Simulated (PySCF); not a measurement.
SiOCl₂ → SiO + Cl₂

Level: PBE0 in the def2-TZVP basis family, all electrons, no relativity, computed in PySCF with density fitting; open shells unrestricted.

```csv
species,state and structure,ZPE (kJ/mol),H(298 K) − H(0) (kJ/mol),S° (J/(mol K))
SiOCl₂,"singlet, C2v, Si–Cl 2.006 Å (×2), Si–O 1.506 Å; Cl–Si–Cl 108.6°, Cl–Si–O 125.7° (×2)",19.2,14.7,301.3
SiO,"singlet, C∞v, Si–O 1.509 Å",7.6,8.7,211.5
Cl₂,"singlet, D∞h, Cl–Cl 1.982 Å",3.5,9.1,222.5
```

**Question.** Is the gas-phase reaction uphill or downhill in electronic energy at this level, and by how much?

**Answer.** At PBE0/def2-TZVP, ΔE = 378.7 kJ/mol, uphill. 

**Question.** Add zero-point, thermal and entropy terms for 298.15 K and 1 bar.

**Answer.** ΔZPE = -8.1 and Δ[H(298) − H(0)] = 3.1 kJ/mol give ΔH° = 373.7 kJ/mol. ΔS° = 132.7 J/(mol K), so ΔG° = 373.7 − 298.15 × (0.1327) = 334 kJ/mol. ΔG° would change sign near 2820 K if ΔH° and ΔS° stayed fixed.

The structures come from searches over a few start shapes, so lower isomers are not excluded.
